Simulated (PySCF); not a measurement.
CH8ClNSi2, SMILES C[Si@@](N)([SiH3])Cl.

Geometry optimised at B3LYP-D3(BJ)/def2-SVP. The structure was generated by enumeration; whether it is a known compound was not checked. Other conformers were not sampled.

Two levels are set side by side: PBE/def2-TZVP (PySCF) and M06-2X/def2-TZVP (PySCF). Same geometry, gas phase. Differences are taken from unrounded values.

```tsv
quantity	PBE
orbital gap (eV)	5.65
highest occupied level (eV)	-6.40
lowest empty level (eV)	-0.76
dipole moment (D)	2.04
mean polarisability (bohr³)	90.4
```

**Question.** These are the PBE values. What does M06-2X give? (An estimate is asked for; the answer gives what the named calculation found.)

**Answer.** 
| quantity | M06-2X | PBE minus M06-2X |
|---|---|---|
| orbital gap (eV) | 9.72 | -4.08 |
| highest occupied level (eV) | -8.90 | 2.49 |
| lowest empty level (eV) | 0.83 | -1.58 |
| dipole moment (D) | 2.01 | 0.03 |
| mean polarisability (bohr³) | 86.0 | 4.4 |

Without exact exchange PBE keeps part of each electron's self-repulsion, which lifts occupied levels and narrows the gap. Loosely held outer electrons make PBE densities more polarisable. Differences between two approximate levels are no errors against the true value.

Rough cost on one machine, each run with all the roots and properties that it gave: M06-2X against PBE about 3 times.
